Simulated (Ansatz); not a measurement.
Geometry optimisation, DFT PBE-D3(BJ), scalar-relativistic, plane waves, PAW in Ansatz.

The input (input.yaml):

```yaml
crystal:
  lattice:
    - [0.0, 5.43, 5.43]
    - [5.43, 0.0, 5.43]
    - [5.43, 5.43, 0.0]
  atoms:
    - { symbol: Si, position: [0.0, 0.0, 0.0] }
    - { symbol: Si, position: [0.125, 0.125, 0.125] }
    - { symbol: Si, position: [0.0, 0.0, 0.5] }
    - { symbol: Si, position: [0.125, 0.125, 0.625] }
    - { symbol: Si, position: [0.0, 0.5, 0.0] }
    - { symbol: Si, position: [0.125, 0.625, 0.125] }
    - { symbol: Si, position: [0.0, 0.5, 0.5] }
    - { symbol: Si, position: [0.125, 0.625, 0.625] }
    - { symbol: Si, position: [0.5, 0.0, 0.0] }
    - { symbol: Si, position: [0.625, 0.125, 0.125] }
    - { symbol: Si, position: [0.5, 0.0, 0.5] }
    - { symbol: Si, position: [0.625, 0.125, 0.625] }
    - { symbol: Si, position: [0.5, 0.5, 0.0] }
    - { symbol: Si, position: [0.625, 0.625, 0.125] }
    - { symbol: Si, position: [0.5, 0.5, 0.5] }
    - { symbol: Si, position: [0.625, 0.625, 0.625] }
    - { symbol: C, position: [0.8244797, 0.3086245, 0.3068336], spin: 1.0 }
magnetization:
  spin_polarized: true
basis:
  ecutwfc: 420.0
kpoints:
  mp_grid: { grid: [2, 2, 2] }
hamiltonian:
  xc: pbe
  dispersion: d3bj
  pseudopotentials: { kind: paw, azcp: { folder: soft_1 } }
scf:
  occupations: { method: gaussian, width: 0.05 }
  lower_state_search: "off"
relax:
  f_tol: 0.03
  max_steps: 60
  adjacent_minimum: "off"
output:
  write_density: true
  write_potential: true
  elf: true
  volumetric_format: npy
```

Command:

```bash
$ ansatz run input.yaml --threads 2 --pin off --max-ram 5120MiB --backend cpu --events-out ev --progress --plain --runs-dir out
```

**Question.** Where does it end, and by what steps?

**Answer.** The forces met the threshold. Limits of this set-up: a small cell, in which the defect meets its images. After 11 steps the energy has fallen by 1.148 eV; C17 moved furthest, 0.99 Å.

| step | energy less start (eV) | largest force component (eV/Å) | accepted |
| --- | --- | --- | --- |
| 0 | 0.0000 | 0.577 | yes |
| 1 | -0.1262 | 0.309 | yes |
| 2 | -0.1624 | 0.486 | yes |
| 3 | -0.2617 | 0.659 | yes |
| 4 | -0.4508 | 0.665 | yes |
| 5 | -0.6610 | 0.568 | yes |
| 6 | -0.9390 | 0.613 | yes |
| 7 | -1.0817 | 0.297 | yes |
| 8 | -1.1387 | 0.190 | yes |
| 9 | -1.1341 | 0.343 | no |
| 10 | -1.1477 | 0.032 | yes |
| 11 | -1.1484 | 0.021 | yes |

```xyz
17
Lattice="0.0000 5.4300 5.4300 5.4300 0.0000 5.4300 5.4300 5.4300 0.0000" Properties=species:S:1:pos:R:3
Si -0.263 -0.256 -0.255
Si 0.715 1.199 1.194
Si 2.936 2.568 0.126
Si 4.112 4.043 1.461
Si 2.937 0.125 2.571
Si 4.114 1.462 4.044
Si 5.592 2.751 2.751
Si 7.050 4.057 4.059
Si 0.019 2.732 2.733
Si 1.463 4.047 4.047
Si 2.785 5.477 2.751
Si 4.222 6.751 4.090
Si 2.784 2.751 5.477
Si 4.222 4.089 6.752
Si 5.617 5.376 5.377
Si 6.864 6.783 6.784
C 2.474 6.488 6.490
```

The run took 120 s on 2 threads of Arm Neoverse V2 (shared host), peak memory 0.7 GiB.
